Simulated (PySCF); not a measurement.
Electron correlation in Hf⁶¹⁺ (hafnium, charge +61)

[Ne] 3s1, 2S determinant. All numbers are calculated (PySCF 2.14, scalar relativity by spin-free X2C-1e, in an uncontracted even-tempered set (17 s from 17 bohr⁻², ratio 2.5; 12 p from 22 bohr⁻², ratio 2.5; 4 d from 79 bohr⁻², ratio 2.7; 4 f from 120 bohr⁻², ratio 2.7)). Frozen: 1s2; 9 electrons correlated; the 20 highest virtual orbitals of each spin left out.

| level | correlation energy (mhartree) |
| --- | --- |
| CCSD | -354.59 |
| (T) | -0.06 |
| CCSD(T) | -354.65 |

Diagnostics: T1 = 3.9e-05, D1 = 0.0001, largest double amplitude 0.002.

Cost of the coupled-cluster step: roughly 9 core-seconds, for 9 correlated electrons.

Iterations:

```
CC2 = 0
CCSD nocc = (np.int64(5), np.int64(4)), nmo = (80, 80)
frozen orbitals [[0, 81, 82, 83, 84, 85, 86, 87, 88, 89, 90, 91, 92, 93, 94, 95, 96, 97, 98, 99, 100], [0, 81, 82, 83, 84, 85, 86, 87, 88, 89, 90, 91, 92, 93, 94, 95, 96, 97, 98, 99, 100]]
max_cycle = 100
direct = 0
conv_tol = 1e-08
conv_tol_normt = 1e-06
diis_space = 8
diis_start_cycle = 0
Init t2, MP2 energy = -0.353667363758045
Init E_corr(UCCSD) = -0.353667363758045
cycle = 1  E_corr(UCCSD) = -0.354562091685205  dE = -0.000894727927  norm(t1,t2) = 0.000222413
cycle = 2  E_corr(UCCSD) = -0.354590941214147  dE = -2.88495289e-05  norm(t1,t2) = 6.69244e-06
cycle = 3  E_corr(UCCSD) = -0.35459142162306  dE = -4.80408912e-07  norm(t1,t2) = 2.60035e-07
cycle = 4  E_corr(UCCSD) = -0.354591420770148  dE = 8.5291102e-10  norm(t1,t2) = 1.20161e-09
UCCSD converged
E(UCCSD) = -10654.3798483866  E_corr = -0.3545914207701485
UCCSD(T) correction = -5.77669336425731e-05
```

At this charge the one-electron X2C treatment keeps the bare 1/r₁₂, with no two-electron picture change or Breit term. The effect here is smaller than on the frozen 1s shell; and a scalar Hamiltonian misses the large spin-orbit splitting of the p shells, which matters for ns² → np² pairs.
